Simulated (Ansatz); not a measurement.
Computed with Ansatz on PBE0-D4/def2-TZVP structures; ΔE is electronic, products minus reactants. CCSD(T)/CBS adds triple-zeta CCSD(T) − MP2 to the extrapolated MP2 energy (def2 sets, frozen cores). This one scheme is used for every species. DFT in def2-TZVPP. B3LYP here is the variant with VWN-RPA as its local correlation; programs differ in this. Elements past krypton have def2 core potentials. For Sb outer-core shells are correlated without core-valence functions, which leaves a few kJ/mol of doubt a bond. One conformer a species, not always the lowest.

Reaction (cleavage of the Al–Sb bond): `[F][AlH][SbH2]` + `N[SiH2]N` → `N[SiH2][NH][AlH][F]` + stibine

| level | ΔE (kJ/mol) |
| --- | --- |
| ωB97M-V | -46.1 |
| B2PLYP | -45.6 |
| PBE0 | -32.1 |
| B3LYP | -42.9 |
| SCS-MP2/def2-TZVPP | -49.9 |
| HF/def2-QZVPP | -49.9 |
| MP2/def2-QZVPP | -40.9 |
| CCSD/CBS(def2) | -40.6 |

(1) What does CCSD(T)/CBS give? (An estimate is asked.)

Largest T1 diagnostic among the species: 0.014.

## Answers

(1) The calculation gave: -40.3 kJ/mol. The listed levels differ from it by -5.8, -5.3, 8.2, -2.6, -9.6, -9.6, -0.6, -0.3 kJ/mol.
